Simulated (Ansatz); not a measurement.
Consider the ligand exchange at the Sn–Se bond: `C[Se][SnH2][Cl]` + `O[SiH3]` → `[SiH3][O][SnH2][Cl]` + `C[SeH]`.

Program: Ansatz. Geometries: PBE0-D4/def2-TZVP. ΔE: electronic, gas phase. CCSD(T)/CBS adds triple-zeta CCSD(T) − MP2 to the extrapolated MP2 energy (def2 sets, frozen cores). DFT in def2-TZVPP. HSE06 is defined as in plane-wave codes. def2 core potentials past Kr. For Se, Sn outer-core shells are correlated without core-valence functions, which leaves a few kJ/mol of doubt a bond. Scalar relativity is left out up to krypton. Each species was taken in one conformer, which may not be the lowest.

`C[Se][SnH2][Cl]`:

Z-matrix (Å, degrees):
```
C
Se 1 1.960
H 1 1.089 2 105.9
H 1 1.088 2 110.0 3 -118.4
H 1 1.088 2 110.7 3 118.6
Sn 2 2.501 1 96.2 3 177.0
Cl 6 2.342 2 107.3 1 -58.5
H 6 1.704 2 112.1 1 54.7
H 6 1.700 2 110.5 1 -175.5
```

`O[SiH3]`:

Z-matrix (Å, degrees):
```
Si
O 1 1.648
H 1 1.489 2 111.7
H 1 1.489 2 111.7 3 120.9
H 1 1.481 2 105.9 3 -119.6
H 2 0.957 1 117.9 3 -60.5
```

`[SiH3][O][SnH2][Cl]`:

Cartesian coordinates in Å:
```
Si 0.199 1.248 1.037
O -0.660 0.448 -0.103
Sn -0.469 -1.195 -1.123
Cl 1.733 -1.871 -0.818
H 1.465 1.793 0.476
H -0.639 2.372 1.529
H 0.538 0.357 2.181
H -0.686 -0.790 -2.755
H -1.482 -2.362 -0.425
```

`C[SeH]`:

Z-matrix (Å, degrees):
```
C
Se 1 1.949
H 1 1.088 2 110.6
H 1 1.087 2 110.6 3 -123.3
H 1 1.089 2 106.0 3 118.4
H 2 1.468 1 95.4 3 61.7
```

```tsv
level	ΔE (kcal/mol)	difference from CCSD(T)/CBS
LDA (SPW92)	12.0	2.1
r2SCAN-D4	9.9	0.0
B97M-V	7.2	-2.7
r2SCANh-D4	10.2	0.3
BHLYP-D4	9.4	-0.5
ωB97X-V	8.4	-1.5
PBE	11.4	1.5
r2SCANh	10.2	0.3
HSE06	11.6	1.7
RPA@PBE/def2-TZVPP	6.8	-3.1
HF/def2-SVP	7.1	-2.8
CCSD/def2-SVP	6.7	-3.2
HF/def2-TZVPP	7.1	-2.8
CCSD/def2-TZVPP	8.1	-1.8
CCSD(T)/def2-TZVPP	8.3	-1.6
MP2/def2-QZVPP	10.6	0.7
CCSD(T)/CBS	9.9	0
```

Largest T1 diagnostic among the species: 0.013.

In def2-TZVPP, CCSD(T) changes the Hartree–Fock value by +1.2 kcal/mol (the triples alone add +0.3 kcal/mol) and MP2 by +2.8 kcal/mol. Leaving LDA and LC-ωPBE aside and taking each functional with its dispersion term where it has one, the values, not all of them listed here, spread over 4.6 kcal/mol, from B97M-V to HSE06-D4.
